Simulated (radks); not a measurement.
Q: The rhenium ion Re2+ is in [Xe] 4f14 5d(3/2: 4, 5/2: 1). Method: Dirac Kohn-Sham, BLYP, spin-unpolarised, spherical densities, finite nucleus; Fermi nuclear charge, rms radius of each element as measured or else 0.836 A^(1/3) + 0.57 fm; computed with a radial shooting solver on a logarithmic mesh with Libxc functionals. Sub-shells are occupied by j as written (lower j first in brackets). One electron is removed from 4f7/2, 5d3/2, 5d5/2, 4f5/2 in turn, with full relaxation. Which removal costs least, and what does each cost?

A: 5d5/2 26.370 eV; 5d3/2 27.463 eV; 4f7/2 68.554 eV; 4f5/2 71.166 eV. The 5d5/2 electron leaves first.
